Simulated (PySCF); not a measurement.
## MBr cations for M along group 14

PBE0 with triple-zeta basis sets in PySCF, for the lowest determinant that a PBE0 search found; no spin–orbit coupling. De refers to high-spin ground-configuration atoms (the charge goes to the atom of lower measured ionisation energy or higher electron affinity, which is not always the lowest computed limit). A positive dipole points towards Br; it is taken about the centre of mass and depends on that origin.

```tsv
M	basis	charged atom	state (unpaired electrons)	Re (Å)	ωe (cm⁻¹)	De (eV)	μ (D)
C	cc-pVTZ/cc-pVTZ-PP	C+	singlet (closed shell)	1.694	992	6.31	-0.36
Si	def2-TZVPPD	Si+	singlet (closed shell)	2.109	534	4.77	-4.61
Sn	def2-TZVPPD	Sn+	singlet (closed shell)	2.401	301	3.91	-3.75
```

(1) The row for M = Ge is missing. Estimate Re, ωe and De as the mean of the rows for Si and Sn, and compare with the calculation.

The rows differ in basis set, which adds steps of its own.

These are scalar-relativistic numbers at best; spin–orbit coupling would shift them, the dissociation energy most. For an ion De counts to the pair picked by the measured ionisation energies or electron affinities, which need not be the lowest pair at this level.

Results:

(1) The means are 2.255 Å, 418 cm⁻¹ and 4.34 eV. PBE0 in def2-TZVPPD gives GeBr⁺ as a singlet (closed shell) with Re = 2.204 Å, ωe = 372 cm⁻¹, De = 4.35 eV, so the estimate is off by +5.1 pm, +12 % and -0.01 eV.
